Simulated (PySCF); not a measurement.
Two-component Hartree-Fock for Yb³⁺ (ytterbium, charge +3)

Start: [Xe] 4f13; 4f5/2 filled at m_j = -3/2, -1/2, +1/2, +3/2, +5/2; 4f7/2 filled at m_j = -7/2, -5/2, -3/2, -1/2, +1/2, +3/2, +5/2, +7/2. Calculated with PySCF 2.14 in x2c-TZVPall-2c (11s11p10d4f1g, 131 functions): generalised Hartree-Fock with the X2C-1e Hamiltonian and a Gaussian nucleus; one run each with spin-orbit coupling (SO) screened by Boettger's factors, then bare. This is a chosen level, not necessarily the ground level.

```tsv
spinor shell	electrons	ε, screened SO (eV)	ε, bare SO (eV)	weight of nominal j (bare SO)	rms radius, bare SO (bohr)
1s1/2	2	-61666.3	-61665.3	1.000	0.0223
2s1/2	2	-10607.1	-10606.8	1.000	0.0901
2p1/2	2	-10099.2	-10124.9	1.000	0.0766
2p3/2	4	-9046.9	-9038.2	1.000	0.0839
3s1/2	2	-2474.4	-2474.4	1.000	0.231
3p1/2	2	-2250.1	-2255.6	1.000	0.222
3d3/2	4	-1645.4	-1650.6	1.000	0.210
3d5/2	6	-1596.8	-1593.6	1.000	0.214
4s1/2	2	-542.78	-542.80	1.000	0.519
4p1/2	2	-450.07	-451.41	1.000	0.529
4p3/2	4	-398.80	-398.39	1.000	0.563
4d3/2	4	-245.06	-246.15	0.996	0.596
4d5/2	6	-237.11	-236.49	0.997	0.610
5s1/2	2	-97.557	-97.568	1.000	1.28
5p1/2	2	-68.797	-68.960	0.997	1.42
5p3/2	4	-61.899	-61.857	0.998	1.53
4f5/2	5	-49.024	-49.661	0.978	0.795
4f7/2	8	-47.830	-47.420	0.986	0.817
```

Where does 3p3/2 lie, and what is the 3p spin-orbit splitting (bare SO)?

At -2021.0 eV, 234.62 eV above 3p1/2.

| quantity | screened SO | bare SO |
| --- | --- | --- |
| E (hartree) | -14060.89464 | -14061.77579 |
| M_J | 5/2 | 5/2 |
| ⟨J²⟩ | 8.773 | 8.761 |
| ⟨L²⟩ | 12.103 | 12.113 |
| ⟨S²⟩ | 0.849 | 0.859 |

Each row is a mean over spinors that exchange with the open shell spreads, by up to 9.250 eV (4d3/2).

Breit and QED terms are absent; they matter most for the inner s and p1/2 levels.

Densities and radii are taken from the X2C orbitals without a picture-change correction, which distorts them close to the nucleus.
